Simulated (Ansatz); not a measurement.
Mulliken charges of ClFH4O2Si2, SMILES `O[Si](F)(Cl)O[SiH3]` from PBE/def2-TZVPP in Ansatz (PBE0-D4/def2-TZVP geometry).

```csv
atom,x (Å),y (Å),z (Å),charge (e)
O1,-0.452,-2.453,-0.432,-0.317
Si2,0.131,-1.220,0.431,0.660
F3,-0.395,-1.289,1.922,-0.253
Cl4,2.142,-1.414,0.480,-0.201
O5,-0.308,0.197,-0.180,-0.273
Si6,0.003,1.804,-0.345,0.334
H7,-1.379,-2.446,-0.675,0.198
H8,1.441,2.006,-0.649,-0.048
H9,-0.832,2.305,-1.462,-0.051
H10,-0.352,2.510,0.910,-0.050
```

Problem. By hand: the dipole of these point charges (1 e Å = 4.8032 D).

Solution. Σ q r = (-0.298, 0.308, -0.301) e Å, of length 0.524 e Å = 2.52 D.

Problem. How does the dipole of the full density compare? (An estimate is asked.)

Solution. Ansatz gave: (-0.311, 0.193, -0.241) e Å, 2.10 D; the point charges give 1.20 times that, at 12° from its direction.

Point charges leave out the atoms' own dipoles, such as those of lone pairs, and Mulliken's split depends on the basis, so the two needn't agree.
